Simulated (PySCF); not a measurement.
**Unknown compound**

An unknown has the formula C9H19B. Its calculated NMR data are:

1H NMR (400 MHz, computed): δ 7.62 (br, 1H), 2.01 (m, 1H), 1.82 (m, 1H), 1.79 (m, 1H), 1.70 (m, 1H), 1.35 (m, 1H), 1.27 (m, 1H), 1.24 (m, 1H), 1.01 (s, 9H), 0.78 (m, 1H), 0.31 (m, 1H).

13C{1H} NMR (computed): δ 51.5 (CH), 33.3 (C), 30.4 (CH3, 3C), 30.1 (CH2), 29.2 (CH2), 27.5 (CH2), 25.6 (CH2).

- B97-2/pcSseg-1 with gauge-including orbitals
- PBE0-D3(BJ)/def2-SVP structure
- program: PySCF 2.14.0 with density-fitted response routines
- a single conformation, non-relativistic Hamiltonian, rapidly exchanging positions averaged, gas phase

Chemical shifts δ = σref − σ; TMS for 1H (31.38 ppm) and 13C (183.69 ppm), all at this level.

Question: Deduce the structure.

Answer: 
- 7 carbon signals for 9 carbons: some carbons are equivalent by symmetry or fast rotation.
- Carbon types of the structure: 1 × C, 1 × CH, 4 × CH2, 3 × CH3, leaving 1 H on heteroatoms.
- δC 33.3: quaternary sp3 carbon; aliphatic region, no heteroatom directly attached.
- δC 30.4: methyl carbon; aliphatic region, no heteroatom directly attached.
- δC 30.1, 27.5, 25.6: sp3 CH2 in a ring; a saturated carbon with 2 carbon neighbours and no heteroatom attached.
- δH 2.01, 0.78: hydrogen on an sp3 CH2 bonded to B.
- δH 1.82, 1.79, 1.70, 1.35, 1.27, 1.24: hydrogen on an sp3 CH2 in a ring.
- δH 1.01: hydrogen on a methyl carbon; far from electronegative atoms and π systems.
- δH 0.31: hydrogen on an sp3 CH bonded to B.

The compound is `CC(C)(C)[C@@H]1BCCCC1`.

The shifts were computed for this structure.

Hydrogens on boron are broadened and split by 11B (spin 3/2, 80 %) and 10B (spin 3). A carbon bonded to boron is broadened by the quadrupolar boron nucleus and is often missing from a measured spectrum. Shifts are as computed. Against solution values, carbons near 30 ppm lie about +1 ppm off and those near 130 ppm about +2 ppm. Of 1211 compounds with measured shifts, 218 miss one by over three times the rms of a fit or turn the order of signals round; such compounds aren't used in these exercises. Multiplicities follow the n + 1 count of equivalent neighbours, as no J values were calculated; m marks all less simple cases, F and P coupling included.
